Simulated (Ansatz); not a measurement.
Cost and result for the atomization energy of C2H4FNOSi, SMILES `N#COC(F)[SiH3]` (10 atoms, 9 bonds).

```xyz
10

N     2.306    1.009    2.342
C     1.601    0.924    1.433
O     0.807    0.875    0.419
C     0.219   -0.404    0.149
F     1.169   -1.197   -0.427
Si   -1.253   -0.128   -1.050
H    -0.056   -0.864    1.104
H    -0.736    0.554   -2.258
H    -1.797   -1.468   -1.369
H    -2.260    0.699   -0.343
```

Charge 0, multiplicity 1. All single points use the PBE0-D4/def2-TZVP geometry. It is one conformer, not always the lowest. Program: Ansatz. All runs use 4 threads of an Arm Neoverse V1 on a shared host. Times are those of one run each, without the atoms' runs, and a repeat can differ threefold. Electronic energies, without spin–orbit coupling; frozen cores. CCSD(T)/CBS adds CCSD(T) − MP2 in def2-TZVPP to the MP2 limit, and its time is that of the two runs behind it. T1 = 0.014. B3LYP takes the VWN-RPA correlation (the form of Gaussian; ORCA's B3LYP/G).

CCSD(T)/CBS is a level of theory with its own doubt, some kJ/mol a heavy atom from the limit and from the frozen cores, so smaller differences don't rank the functionals.

```
                             level  functions  wall time  atomization (kcal/mol)  difference from CCSD(T)/CBS  per bond
   PBE-D4/def2-TZVPP (with forces)        253      2.7 s                   942.7                         35.7       4.0
                PBE0-D4/def2-TZVPP        253      3.4 s                   909.5                          2.5       0.3
r2SCAN-D4/def2-TZVPP (with forces)        253      4.8 s                   909.5                          2.5       0.3
 B3LYP-D4/def2-TZVPP (with forces)        253        6 s                   909.4                          2.4       0.3
                 B2PLYP/def2-TZVPP        253      7.5 s                   900.7                         -6.3      -0.7
                ωB97X-V/def2-TZVPP        253      8.5 s                   914.3                          7.3       0.8
  ωB97M-V/def2-TZVPP (with forces)        253       13 s                   912.8                          5.8       0.6
                    MP2/def2-QZVPP        475       34 s                   923.4                         16.4       1.8
                CCSD(T)/def2-TZVPP        253      4 min                   879.1                        -27.9      -3.1
                 CCSD(T)/CBS(def2)          –    4.6 min                   907.0                          0.0       0.0
```

From PBE to PBE0 (25 % exact exchange), in def2-TZVPP and without D4, the atomization energy moves by −32.4 kcal/mol: exact exchange takes away binding that semilocal exchange gives to molecules. The D4 term adds +7.4 kcal/mol with B3LYP and +3.9 kcal/mol with PBE0; it sums over pairs of atoms, weighted by their polarisabilities, and B3LYP, whose exchange is more repulsive, gets the larger term. In def2-TZVPP, CCSD(T) changes the Hartree–Fock value by +272.4 kcal/mol (the triples alone add +20.0 kcal/mol) and MP2 by +300.2 kcal/mol; breaking electron pairs costs correlation energy, which Hartree–Fock lacks.
